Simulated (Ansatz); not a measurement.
Cl$_{4}$Ga− (`[Cl][Ga-]([Cl])([Cl])[Cl]`) at its PBE0-D4/def2-TZVPD geometry, where that method's forces vanish. The species carries charge -1 and has multiplicity 1.

```xyz
5

Cl    0.4108    0.5206   -2.0975
Ga    0.0000    0.0000    0.0000
Cl   -2.1459    0.2542    0.4119
Cl    0.5732   -2.0928    0.3618
Cl    1.1620    1.3179    1.3238
```

Task: What forces (eV/Å) does r2SCAN-D4/def2-TZVPPD give on these atoms in the Gaussian-basis code of Ansatz? (An estimate is asked.)

Result: Ansatz gave: 
```
Cl1  0.002  0.002 -0.009
Ga2  0.000  0.000  0.000
Cl3 -0.009  0.001  0.002
Cl4  0.002 -0.009  0.002
Cl5  0.005  0.006  0.006
```
